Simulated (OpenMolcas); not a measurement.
An atom or ion with 71 electrons was computed by MS-CASPT2, IPEA 0.25 Eh, imaginary shift 0.1 Eh with spin-orbit coupling (OpenMolcas, ANO-RCC-VTZP, DKH2). The lowest levels that the run gave, each within 12 % of the measured value where one is at hand:

| J | Parity | E (cm-1) | g |
| --- | --- | --- | --- |
| 3/2 | even | 0.0 | 0.490 |
| 5/2 | even | 6510 | 1.038 |
| 7/2 | even | 11650 | 1.191 |
| 3/2 | even | 14820 | 1.377 |
| 9/2 | even | 14980 | 1.217 |
| 1/2 | even | 17340 | 2.007 |
| 7/2 | even | 23420 | 0.948 |
| 9/2 | even | 24710 | 1.071 |
| 5/2 | even | 25530 | 1.552 |
| 3/2 | even | 28660 | 1.203 |
| 1/2 | even | 29570 | 1.330 |
| 11/2 | even | 33080 | 1.091 |

Task: Which ion is it, and what are the configurations and terms?

Result: Os VI (Z = 76, charge +5; active space 3 electrons in 5 orbitals (5d)). J, parity and g give the terms where levels are pure, and mixed ones are named by the computed weights; the size of the splittings, set against known spectra of the 71-electron sequence, gives the charge. In order, with the measured energies in cm-1 (the list in Brasseur, Palmeri and Quinet, Atoms 13, 11 (2025)): 5d3 4F 3/2, 5d3 4F 5/2 (6397), 5d3 4F 7/2 (11444), 5d3 4P 3/2 [45 %], 5d3 4F 9/2 [57 %] (14678), 5d3 4P 1/2 [67 %] (16772), 5d3 2G 7/2 (22920), 5d3 2H 9/2 [56 %] (24028), 5d3 4P 5/2 (24828), 5d3 2D 3/2(1) [44 %], 5d3 2P 1/2 [67 %] (28860), 5d3 2H 11/2 (32156).

CASPT2 does not keep the components of a term degenerate, so their means are used; among the terms shown or strongly mixed into the levels shown the widest spread is 560 cm-1 (5d3 4F). Computed and measured levels are paired by configuration, term and J; levels that our copy of the source lacks, or whose pairing is in doubt (as where it misses far off the trend of its configuration), stay unpaired and out of the deviations. Levels of configurations outside the active space are missing.

A share in square brackets marks a mixed level and gives the weight of the term that names it. A number in round brackets counts repeated terms of one configuration in the order of the reference energies.
